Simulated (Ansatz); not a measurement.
System: sum formula TiOF2 (charge +1, doublet). The spin state was set by rule; other spins were not relaxed. SMILES of the parent species: [O]=[Ti]([F])[F]
Coordinates optimised at B3LYP-D3(BJ)/def2-TZVP (Ansatz, a program for electronic structure):
```xyz
4

Ti    -0.1126    -0.2028    -0.0868
O      1.6360    -0.4309    -0.3188
F     -0.4944    -0.1817     1.5754
F     -0.6847     1.0604    -1.0799
```
Charge +1, spin multiplicity 2.

Parts of the frozen-core correlation energy in def2-TZVPP (Ansatz, hartree). Frozen orbitals: 12; correlated occupied orbitals by spin: 12 and 11; virtual: 133 and 134. Open shells are spin-unrestricted. Spin-orbit coupling is left out. No relativistic terms.

| term | value |
|---|---|
| reference (HF) | -1122.05723 |
| MP2 opposite-spin | -0.61230 |
| MP2 same-spin | … |
| CCSD correlation | … |
| (T) | … |
| T1 diagnostic | 0.032 |
| largest doubles amplitude | 0.048 |
| <S^2> of the reference | 0.784 |

Problem. What belongs in the gaps?

Solution. 
- MP2 same-spin, value: -0.22985
- CCSD correlation, value: -0.82529
- (T), value: -0.04664
